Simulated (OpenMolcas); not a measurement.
**O4+: effect of the level shift or regulariser**

| Property | Result |
| --- | --- |
| Program | OpenMolcas 26.06 |
| Basis | ANO-RCC-VQZP [5s4p3d2f1g] |
| Scalar Hamiltonian | DKH2, point nucleus |
| Active space | 2 electrons in 4 orbitals (2s 2p) |
| State averaging | 2S+1 = 3 even, 3 roots; 2S+1 = 1 even, 7 roots; 2S+1 = 3 odd, 3 roots; 2S+1 = 1 odd, 3 roots |
| Spin-orbit coupling | state interaction with AMFI integrals over the reference wave functions, term energies averaged over their components |

Methods on the same reference wave functions:
A. CASSCF
B. MS-CASPT2, IPEA 0.25 Eh, imaginary shift 0.1 Eh (closed shells correlated: 1s)
C. MS-CASPT2, IPEA 0.25 Eh, real shift 0.2 Eh (closed shells correlated: 1s)

Energies in cm⁻¹ above 2s² ¹S₀, the measured ground level; measured values from Moore, Selected Tables of Atomic Spectra, NSRDS-NBS 3, section 9.

| Level | A | B | C | Measured |
| --- | --- | --- | --- | --- |
| 2s² ¹S₀ | 0.0 | 0.0 | 0.0 | 0.0 |
| 2s 2p ³P°₀ | 82817 | 81967 | 81968 | 81942 |
| 2s 2p ³P°₁ | 82966 | 82115 | 82116 | 82079 |
| 2s 2p ³P°₂ | 83264 | 82414 | 82414 | 82385 |
| 2s 2p ¹P°₁ | 170826 | 160517 | 160532 | 158798 |
| 2p² ³P₀ | 215919 | 213821 | 213821 | 213462 |
| 2p² ³P₁ | 216068 | 213970 | 213969 | 213618 |
| 2p² ³P₂ | 216359 | 214261 | 214260 | 213887 |
| 2p² ¹D₂ | 242594 | 232983 | 233006 | 231721 |
| 2p² ¹S₀ | 302424 | 289479 | 289500 | 287910 |

Deviations, from unrounded energies. A percentage is the sum of absolute deviations over the sum of measured energies, with the sign that they share, or ± where signs differ.

```csv
Against measurement,Levels,A,B,C
mean absolute deviation (cm-1),9,5300,640,640
other configurations (%),9,+3.0,+0.4,+0.4
```

B, C lie about equally close to measurement and A furthest from it. The largest miss of B in the table is 2s 2p ¹P°₁, by +1700 cm-1. The ranking rests on the paired levels alone, and a cruder setting can come out closer through cancelling errors.

Between B and C the level of the table that moves most is 2p² ¹D₂, by 23 cm-1 (lowest in B, highest in C).

The lowest spin-free term lies below A's lowest term by 0.012 hartree in B, 0.012 hartree in C.

Computed and measured levels are paired by configuration, term and J; levels that our copy of the source lacks, or whose pairing is in doubt (as where it misses far off the trend of its configuration), stay unpaired and out of the deviations. Levels of configurations outside the active space are missing.

° marks odd parity.
